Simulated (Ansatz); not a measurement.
Reaction (ligand exchange at a W–O bond): `[OH][W]([F])(=[S])=[S]` + HCl → `[F][W](=[S])(=[S])[Cl]` + H₂O

Isolated molecules relaxed with PBE0-D4/def2-TZVP in Ansatz; ΔE leaves out vibrations. CCSD(T)/CBS is the MP2 limit (def2-TZVPP, def2-QZVPP) plus CCSD(T) − MP2 in def2-TZVPP, frozen cores. This one scheme is used for every species. DFT in def2-TZVPP. Elements past krypton have def2 core potentials. For W outer-core shells are correlated without core-valence functions, which leaves a few kJ/mol of doubt a bond. Each species was taken in one conformer, which may not be the lowest.

`[OH][W]([F])(=[S])=[S]`:

```xyz
6

O     0.095   -0.701    1.322
W    -0.115    0.018   -0.382
F    -1.895    0.053   -0.879
S     0.665    1.986   -0.423
S     0.976   -1.186   -1.742
H     0.275   -0.171    2.105
```

HCl:

Cartesian coordinates in Å:
```
Cl 0.102 -0.571 -0.270
H -0.102 0.571 0.270
```

`[F][W](=[S])(=[S])[Cl]`:

Cartesian coordinates in Å:
```
F -0.233 -1.086 -1.574
W -0.013 -0.047 -0.068
S -0.935 1.827 -0.374
S -0.962 -0.982 1.569
Cl 2.142 0.289 0.448
```

H₂O:

Z-matrix (Å, degrees):
```
O
H 1 0.960
H 1 0.960 2 105.1
```

```
         level  ΔE (kJ/mol)
       ωB97X-V        -11.8
       ωB97M-V        -16.2
       LC-ωPBE         -8.2
CCSD/CBS(def2)        -23.2
```

(1) What does CCSD(T)/CBS give? (Estimate.)

Largest T1 diagnostic among the species: 0.022, so the coupled-cluster value is less sure than usual.

Answers

(1) The calculation gave: -26.7 kJ/mol. The listed levels differ from it by 14.9, 10.5, 18.5, 3.5 kJ/mol.

In def2-TZVPP, CCSD(T) changes the Hartree–Fock value by −10.4 kJ/mol (the triples alone add −3.5 kJ/mol) and MP2 by −30.4 kJ/mol. At CCSD(T), def2-SVP lies +12.8 kJ/mol from the extrapolated value and def2-TZVPP +5.1 kJ/mol.
